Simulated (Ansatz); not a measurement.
`[SiH3][SiH2]SCS` + `[OH][In]([F])[F]` → `[F][In]([F])[O][SiH3]` + `[SiH3]SCS`  (cleavage of the Si–Si bond)

Calculated with Ansatz (gas phase, PBE0-D4/def2-TZVP geometries, no zero-point term in ΔE). CCSD(T)/CBS adds triple-zeta CCSD(T) − MP2 to the extrapolated MP2 energy (def2 sets, frozen cores). Elements past krypton have def2 core potentials. For In outer-core shells are correlated without core-valence functions, which leaves a few kJ/mol of doubt a bond. One conformer a species, not always the lowest.

```json
{"level": "SCS-MP2/def2-TZVPP", "ΔE (kJ/mol)": "-106.1"}
{"level": "SCS-MP2/def2-QZVPP", "ΔE (kJ/mol)": "-106.1"}
```

Task: What does CCSD(T)/CBS give? (Estimate.)

Result: Ansatz gave: -91.8 kJ/mol. The listed levels differ from it by -14.3, -14.3 kJ/mol.

Largest T1 diagnostic among the species: 0.018.

From PBE to PBE0 (25 % exact exchange), in def2-TZVPP and without D4, ΔE moves by −11.0 kJ/mol. Leaving LDA and LC-ωPBE aside and taking each functional with its dispersion term where it has one, the values, not all of them listed here, spread over 44.0 kJ/mol, from BHLYP-D4 to revPBE-D4. LDA lies +4.4 kJ/mol from PBE without D4.
